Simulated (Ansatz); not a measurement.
Cost and result for the atomization energy of `[SiH3][SiH]1CCS1` (13 atoms, 13 bonds).

Cartesian coordinates in Å:
```
Si 1.903 -1.038 -0.700
Si -0.182 -0.006 -0.957
C -1.350 -0.134 0.517
C -0.951 1.249 1.064
S -0.158 2.066 -0.398
H 2.881 -0.462 -1.662
H 2.396 -0.803 0.685
H 1.821 -2.508 -0.930
H -0.746 -0.307 -2.304
H -2.387 -0.131 0.174
H -1.223 -0.951 1.229
H -0.216 1.173 1.866
H -1.789 1.852 1.416
```

The species carries charge 0 and has multiplicity 1. Geometry: relaxed with PBE0-D4/def2-TZVP. Program: Ansatz. All runs use 4 threads of an Arm Neoverse V1 on a shared host. Times are those of one run each, without the atoms' runs, and a repeat can differ threefold. Electronic energies, without spin–orbit coupling; frozen cores. CCSD(T)/CBS adds CCSD(T) − MP2 in def2-TZVPP to the MP2 limit, and its time is that of the two runs behind it. T1 = 0.012. B3LYP takes the VWN-RPA correlation (the form of Gaussian; ORCA's B3LYP/G).

CCSD(T)/CBS is a level of theory with its own doubt, some kJ/mol a heavy atom from the limit and from the frozen cores, so smaller differences don't rank the functionals.

```
                             level  functions  wall time  atomization (kcal/mol)  difference from CCSD(T)/CBS  per bond
   PBE-D4/def2-TZVPP (with forces)        300      4.1 s                  1082.5                         10.5       0.8
                PBE0-D4/def2-TZVPP        300      5.5 s                  1074.3                          2.3       0.2
r2SCAN-D4/def2-TZVPP (with forces)        300      7.5 s                  1075.0                          3.0       0.2
 B3LYP-D4/def2-TZVPP (with forces)        300      8.5 s                  1068.8                         -3.2      -0.2
                 B2PLYP/def2-TZVPP        300      9.5 s                  1054.8                        -17.2      -1.3
                ωB97X-V/def2-TZVPP        300       13 s                  1080.1                          8.1       0.6
  ωB97M-V/def2-TZVPP (with forces)        300       19 s                  1075.2                          3.2       0.2
                    MP2/def2-QZVPP        564       38 s                  1066.7                         -5.3      -0.4
                CCSD(T)/def2-TZVPP        300    4.8 min                  1043.8                        -28.2      -2.2
                 CCSD(T)/CBS(def2)          –    5.4 min                  1072.0                          0.0       0.0
```

In def2-TZVPP, CCSD(T) changes the Hartree–Fock value by +246.0 kcal/mol (the triples alone add +14.5 kcal/mol) and MP2 by +252.3 kcal/mol; breaking electron pairs costs correlation energy, which Hartree–Fock lacks. From PBE to PBE0 (25 % exact exchange), in def2-TZVPP and without D4, the atomization energy moves by −7.0 kcal/mol: exact exchange takes away binding that semilocal exchange gives to molecules. The D4 term adds +13.7 kcal/mol with B3LYP and +7.2 kcal/mol with PBE0; it sums over pairs of atoms, weighted by their polarisabilities, and B3LYP, whose exchange is more repulsive, gets the larger term.
